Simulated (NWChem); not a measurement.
Molecule: C$_{2}$H$_{5}$NOSi; SMILES O=C/N=C/[SiH3]

```xyz
10

O      0.3150    -2.9235     0.0000
C     -0.3022    -1.8917     0.0000
N      0.3264    -0.6069     0.0000
C     -0.4882     0.3856     0.0000
Si     0.1491     2.1740     0.0000
H     -1.4188    -1.8632     0.0000
H     -1.5831     0.2043     0.0000
H     -0.3883     2.8569    -1.2070
H      1.6284     2.1822     0.0000
H     -0.3883     2.8569     1.2070
```
Atoms are numbered in this order, from 1.

All runs: NWChem. The geometry was optimised at B3LYP/6-31G* (spherical d).

For level Hartree-Fock/def2-TZVP:

```
Property                     Result
---------------------------  ------
highest occupied level (eV)  -11.40
orbital gap (eV)              12.91
dipole (D)                     4.86
```

Problem. How do the values read with level B3LYP/def2-TZVP instead?

Solution. 
- highest occupied level (eV) = -7.51
- orbital gap (eV) = 4.74
- dipole (D) = 4.14
